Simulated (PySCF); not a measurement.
PySCF 2.14 output of an unrestricted BLYP calculation on a single atom or ion in x2c-QZVPPall, with scalar relativity by spin-free X2C-1e:

```
SCF conv_tol = 1e-09
number electrons alpha = 36  beta = 34
    A. D. Becke.,  Phys. Rev. A 38, 3098 (1988)
    C. Lee, W. Yang, and R. G. Parr.,  Phys. Rev. B 37, 785 (1988)
    B. Miehlich, A. Savin, H. Stoll, and H. Preuss.,  Chem. Phys. Lett. 157, 200 (1989)
cycle= 1 E= -15078.6727224155  delta_E= -0.0451  |g|= 0.589  |ddm|= 0.991
cycle= 2 E= -15078.6188461038  delta_E= 0.0539  |g|= 1.05  |ddm|= 2.36
cycle= 3 E= -15078.7034428116  delta_E= -0.0846  |g|= 0.0508  |ddm|=  1.5
cycle= 4 E= -15078.7037006513  delta_E= -0.000258  |g|= 0.00173  |ddm|= 0.0714
cycle= 5 E= -15078.7037010676  delta_E= -4.16e-07  |g|= 0.00038  |ddm|= 0.00215
cycle= 6 E= -15078.7037010909  delta_E= -2.32e-08  |g|= 1.26e-05  |ddm|= 0.000404
cycle= 7 E= -15078.7037010909  delta_E= -2.36e-11  |g|= 5.91e-07  |ddm|= 3.29e-05
converged SCF energy = -15078.7037010909  <S^2> = 2.0003575  2S+1 = 3.0002383
```

The run itself started from symmetry-adapted Hartree-Fock orbitals and held the occupation by maximum overlap, on a logarithmic radial grid, so the iterations belong to that start.

Which element, charge and spin multiplicity is this?

Hf²⁺ (hafnium, charge +2), multiplicity 3; the state was [Xe] 4f14 5d1 6p1, one real determinant (an excited configuration).

⟨L²⟩ = 8.01 against 12 for a pure F term, so this real determinant mixes terms. Spin-orbit coupling, absent here, splits the open shell strongly.
